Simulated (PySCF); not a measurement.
H6N2OSn. Atoms are numbered in the order given.

```xyz
10

Sn     0.0551     0.0935    -0.2227
N     -0.8654    -1.7027    -0.4375
N      1.5464    -0.3359     1.0893
O     -1.0263     1.5091     0.6635
H      0.3901     0.7609    -1.7605
H     -1.6662    -1.6825    -1.0656
H     -1.1729    -2.1071     0.4450
H      2.0538    -1.1828     0.8388
H      2.2267     0.4118     1.2075
H     -1.1426     1.3221     1.6022
```
Charge 0, spin multiplicity 1.

Coordinates come from a PBE0-D3(BJ)/def2-SVP optimisation. The structure was generated by enumeration; whether it is a known compound was not checked. The def2 effective core potentials stand for the cores of Sn; spin–orbit coupling is left out. Other conformers were not sampled.

Computed with ωB97X/def2-TZVP in PySCF.

ESP charges are fitted to the potential on shells at 1.4 to 2.0 van der Waals radii. Atomic charges (e):

```json
[
 {"atom": "Sn1", "ESP fit": "1.04", "Mulliken": "1.05"},
 {"atom": "N2", "ESP fit": "-1.01", "Mulliken": "-0.78"},
 {"atom": "N3", "ESP fit": "-0.96", "Mulliken": "-0.78"},
 {"atom": "O4", "ESP fit": "-0.78", "Mulliken": "-0.70"},
 {"atom": "H5", "ESP fit": "-0.11", "Mulliken": "-0.06"},
 {"atom": "H6", "ESP fit": "0.35", "Mulliken": "0.24"},
 {"atom": "H7", "ESP fit": "0.38", "Mulliken": "0.24"},
 {"atom": "H8", "ESP fit": "0.36", "Mulliken": "0.24"},
 {"atom": "H9", "ESP fit": "0.33", "Mulliken": "0.24"},
 {"atom": "H10", "ESP fit": "0.42", "Mulliken": "0.32"}
]
```
